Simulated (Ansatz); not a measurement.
Consider the redistribution: `CO[SiH2][SiH2]Cl` + `C[NH][GeH]([F])[Cl]` → `CO[SiH2][SiH2]F` + `C[NH][GeH]([Cl])[Cl]`.

Program: Ansatz. Geometries: PBE0-D4/def2-TZVP. ΔE: electronic, gas phase. CBS: MP2 limit from def2 TZ/QZ plus the TZ coupled-cluster correction, frozen cores. Functionals use def2-TZVPP. For Ge outer-core shells are correlated without core-valence functions, which leaves a few kJ/mol of doubt a bond. Scalar relativity is left out up to krypton. One conformer a species, not always the lowest.

| species | B97M-V energy (Eh) |
| --- | --- |
| `CO[SiH2][SiH2]Cl` | -1156.59026 |
| `C[NH][GeH]([F])[Cl]` | -2732.55333 |
| `CO[SiH2][SiH2]F` | -796.35489 |
| `C[NH][GeH]([Cl])[Cl]` | -3092.80204 |

Task: Work out ΔE.

Result: ΔE = (-796.35489) + (-3092.80204) − (-1156.59026) − (-2732.55333) = -0.01334 Eh = -35.0 kJ/mol. CCSD(T)/CBS gives -36.5 kJ/mol.

Task: What do rigid-rotor, harmonic-oscillator terms from PBE0-D4/def2-TZVP frequencies (298.15 K, 1 bar) make of the CCSD(T)/CBS value? (An estimate is asked.)

Result: Ansatz gave: ΔZPE = +0.8 kJ/mol, ΔH = -35.9 kJ/mol, ΔS = -4 J/(mol·K), ΔG = -34.8 kJ/mol. Modes under 50 cm⁻¹ make the entropy rough.

Largest T1 diagnostic among the species: 0.012.

Leaving LDA and LC-ωPBE aside and taking each functional with its dispersion term where it has one, the values, not all of them listed here, spread over 6.2 kJ/mol, from BHLYP-D4 to revPBE-D4. LDA lies −3.4 kJ/mol from PBE without D4. At CCSD(T), def2-SVP lies +11.3 kJ/mol from the extrapolated value and def2-TZVPP +0.6 kJ/mol.
